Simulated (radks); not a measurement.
Spherical quantum dot in the effective-mass picture: electrons in a well V = -V0 / (1 + exp((r - R)/a)) with V0 = 26.5, R = 2.19, a = 0.094, with a point charge +2 (a donor) at the centre, all in effective atomic units (hartree* = m*/eps^2 hartree, bohr* = eps/m* bohr), one dielectric constant everywhere. Calculated with a radial shooting solver with Libxc functionals: non-relativistic Kohn-Sham, exchange-only LDA, spin-polarised, spherical densities. Levels are named by radial order and angular momentum (1s, 1p, 1d, 2s, ...), and open shells are averaged over m. Each electron was tried in the lowest free levels, single moves between levels near the top were tried too, and the lowest total energy was kept; such a search can miss a lower state. At N = 1 the Hartree and exchange-correlation terms need not cancel, so that row can carry a self-interaction error.

N	open shells	2S	mu = E(N) - E(N-1) (hartree*)	addition energy mu(N+1) - mu(N) (hartree*)	rms radius (bohr*)
1	1s(up 1, down 0)	1	-28.365	1.237	0.7969
2	none	0	-27.129	2.508	0.8782
3	1p(up 1, down 0)	1	-24.621	0.5883	1.061
4	1p(up 2, down 0)	2	-24.033	0.6112	1.149
5	1p(up 3, down 0)	3	-23.422	0.8481	1.205
6	1p(up 3, down 1)	2	-22.574	0.5581	1.247
7	1p(up 3, down 2)	1	-22.015	0.5831	1.280
8	none	0	-21.432	1.539	1.306
9	2s(up 1, down 0)	1	-19.893	0.8156	1.325
10	none	0	-19.078	0.6763	1.335
11	1d(up 1, down 0)	1	-18.401	0.5059	1.361
12	1d(up 3, down 0) 2s(up 1, down 0)	4	-17.895	0.5534	1.398
13	1d(up 4, down 0) 2s(up 1, down 0)	5	-17.342	0.5597	1.416
14	1d(up 5, down 0) 2s(up 1, down 0)	6	-16.782	0.7429	1.432
15	1d(up 5, down 0)	5	-16.039	0.5859	1.433
16	1d(up 5, down 2) 2s(up 1, down 0)	4	-15.454	0.5170	1.459
17	1d(up 5, down 3) 2s(up 1, down 0)	3	-14.937	0.5442	1.472
18	1d(up 5, down 4) 2s(up 1, down 0)	2	-14.392	0.5458	1.483
19	2s(up 1, down 0)	1	-13.847	0.6848	1.493
20	none	0	-13.162	1.786	1.491
21	1f(up 1, down 0)	1	-11.376	0.5298	1.503
22	1f(up 2, down 0)	2	-10.846	0.5305	1.514
23	1f(up 3, down 0)	3	-10.316	0.5309	1.524
24	1f(up 4, down 0)	4	-9.7849	0.5311	1.533
25	1f(up 5, down 0)	5	-9.2538	0.5312	1.542
26	1f(up 6, down 0)	6	-8.7226	0.5311	1.550
27	1f(up 7, down 0)	7	-8.1915	0.6969	1.558
28	1f(up 7, down 1)	6	-7.4947	0.5213	1.566
29	1f(up 7, down 2)	5	-6.9733	0.5222	1.573
30	1f(up 7, down 3)	4	-6.4511	-	1.579

All shells are closed at N = 2, 8, 10, 20 (there: 1s2 1p6 1d10 2s2); the second difference of the energy has clear peaks (12 % above both neighbours; the first and last values, which can be the largest, are not judged, and half-filled shells can peak too) at N = 2, 5, 8, 14, 20, 27.
